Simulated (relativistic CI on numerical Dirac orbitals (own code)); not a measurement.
S XIII: sensitivity of the levels to the model

Base calculation: Dirac-Coulomb-Breit CI, separate exchange-only KLI orbitals for each configuration, model QED, unscaled Slater integrals.

Configuration list (outside the closed core 1s2): 2s2, 2s.2p, 2p2, 2p.3s, 2p.3p, 2s.3s, 2s.3p, 2s.3d, 2s.4s, 2s.4p, 2s.4d, 2s.4f, 3s2, 3s.3p, 3p2. Levels of other configurations are missing.

Variants: (1) Breit term removed. Shifts of the energy above 2s2 1S_0, in eV, for the lowest level and the first level of each name with at least 55 % of one term (blank where a level changes its place among those of its configuration and J or its character, or is not in the variant):

```
      Level     Base    Δ(1)
   2s2 1S_0    0.000   0.000
2s.2p 3P°_0   24.838  -0.110
2s.2p 3P°_1   25.368  -0.051
2s.2p 3P°_2   26.564  +0.027
2s.2p 1P°_1   49.957  -0.020
   2p2 3P_0   65.234  -0.144
   2p2 3P_1   65.914  -0.104
   2p2 3P_2   66.917  +0.010
   2p2 1D_2   73.986  -0.014
   2p2 1S_0   91.153  -0.105
 2s.3s 3S_1  373.167  +0.090
 2s.3s 1S_0  377.852  +0.083
2s.3p 1P°_1  384.965  +0.075
2s.3p 3P°_0  385.194  +0.050
```

At this charge energies of transitions that change n are usually good to better than 1 %, and those within a shell (Δn = 0) to a few per cent.

Ionisation energy from the two ground configurations alone: base 646.811 eV. The NIST ASD value (semi-empirical) is 651.96 eV.
